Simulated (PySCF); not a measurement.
Two species compared at the same levels of theory.

First species: C₅H₅O₂PS.
SMILES: `CSc1oc(C=O)cp1`

Second species: C4H7F2NSi.
Cartesian coordinates in Å at the GFN2-xTB level; atoms count from 1:
```
atom  x, y, z in Å
F1     2.6303    0.4218    1.1921
C2     2.1468   -0.1753    0.0665
F3     2.7042    0.5103   -0.9710
C4     0.6667   -0.1033    0.0192
C5    -0.1250   -1.1663   -0.0484
C6    -1.5900   -0.8885   -0.0882
N7    -1.7579    0.5431   -0.0271
Si8   -0.3315    1.4950    0.0408
H9     2.5524   -1.2004    0.0384
H10    0.2086   -2.1945   -0.0760
H11   -2.0232   -1.3029   -1.0101
H12   -2.0890   -1.3840    0.7571
H13   -2.7073    0.8678   -0.0597
H14   -0.1842    2.2534    1.2847
H15   -0.1053    2.3319   -1.1401
```

Levels: CAM-B3LYP/def2-SVPD for HOMO energy, LUMO energy, HOMO–LUMO gap and static isotropic polarisability; TDDFT CAM-B3LYP/def2-SVPD for lowest singlet excitation; TDA CAM-B3LYP/def2-SVPD for lowest triplet excitation (Tamm–Dancoff). Geometries: GFN2-xTB. Each species is one conformer at its optimised geometry, gas phase, non-relativistic unless stated. Electronic properties by PySCF.

The conformers computed, where there is a choice (atom-mapped SMILES and torsion angles):
- `[CH3:1][S:2][c:3]1[o:4][c:5]([CH:6]=[O:7])[cH:8][p:9]1`: C1–S2–C3–O4 180°, O4–C5–C6–O7 180°

The conformers of `FC(F)C1=CCN[SiH2]1` aren't listed.

(1) Which of the two has the higher LUMO energy, and by how much?

(2) Which has the higher S1 energy?

(3) Which has the higher HOMO energy?

(4) Which has the higher T1 energy?

(5) Which has the higher HOMO–LUMO gap?

(6) Which has the higher static isotropic polarisability?

## Answers

(1) The second: 0.61 eV against -1.09 eV, a difference of 1.70 eV.

(2) The second: 5.67 eV against 3.84 eV, a difference of 1.83 eV.

(3) The first: -7.60 eV against -8.27 eV, a difference of 0.67 eV.

(4) The second: 4.40 eV against 2.66 eV, a difference of 1.74 eV.

(5) The second: 8.88 eV against 6.51 eV, a difference of 2.37 eV.

(6) The first: 117.8 au against 78.7 au, a difference of 39.1 au.

On the first: No computed singlet falls in the visible range (750 to 380 nm, 1.65 to 3.26 eV); S1 lies 0.58 eV above its blue end. The principal polarisabilities are 68.2, 111.5 and 173.7 au; their mean is the isotropic value.

On the second: The vertical singlet–triplet gap S1 − T1 is 1.27 eV (TDDFT singlet less Tamm–Dancoff triplet; S1: HOMO→LUMO, weight 0.99; T1: HOMO−1→LUMO, weight 0.87). The polarisability is 11.66 Å³ as a volume (1 au = 0.148185 Å³), or 1.12 au for each of the 70 electrons.
